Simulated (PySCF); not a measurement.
Atom-mapped SMILES (the numbers label the heavy atoms): `[CH:1]1=[CH:2][CH2:3][CH:4]=[CH:5][C:6]([c:7]2[cH:8][cH:9][cH:10][cH:11][cH:12]2)=[CH:13]1` (H(Xn): hydrogen on atom n).

Geometry: PBE0-D3(BJ)/def2-SVP; GIAO shifts from PySCF 2.14.0 with density-fitted response routines, gas phase, non-relativistic, averaged over equivalent atoms.

At PBE/pcSseg-1 (281 basis functions):
| atoms | δ (ppm) |
| --- | --- |
| C6 | 149.4 |
| C7 | 146.6 |
| C5 | 133.9 |
| C1 | 133.0 |
| C13 | 132.8 |
| C9/C11 | 131.5 |
| C8/C12 | 130.8 |
| C10 | 130.7 |
| C2 | 122.4 |
| C4 | 121.7 |
| C3 | 33.3 |
| H(C8)/H(C12) | 7.45 |
| H(C9)/H(C11) | 7.37 |
| H(C10) | 7.29 |
| H(C13) | 7.15 |
| H(C1) | 6.59 |
| H(C5) | 6.45 |
| H(C4) | 5.38 |
| H(C2) | 5.31 |
| H(C3) | 2.34 |

References, each an isolated molecule treated in the same way: TMS for ¹³C (180.03 ppm), ¹H (31.20 ppm).

Task: Predict the values at PBE0/pcSseg-1 on the same geometry.

Result: 
```
       atoms  δ at PBE0/pcSseg-1  change
          C6               150.7    +1.3
          C7               148.2    +1.6
          C5               135.2    +1.3
          C1               134.2    +1.2
         C13               135.1    +2.3
      C9/C11               133.8    +2.3
      C8/C12               133.4    +2.6
         C10               133.1    +2.4
          C2               125.4    +3.0
          C4               124.8    +3.1
          C3                31.1    -2.2
H(C8)/H(C12)                7.59   +0.14
H(C9)/H(C11)                7.49   +0.12
      H(C10)                7.41   +0.12
      H(C13)                7.22   +0.07
       H(C1)                6.59   +0.00
       H(C5)                6.45   +0.00
       H(C4)                5.46   +0.08
       H(C2)                5.39   +0.08
       H(C3)                2.25   -0.09
```

Scale: TMS for ¹³C (σ = 184.41 ppm), ¹H (σ = 31.27 ppm) (reference shieldings calculated alike).

The largest change is at C2 (alkene CH). Cost: 281 basis functions. The order of the carbon signals changes between the two levels.
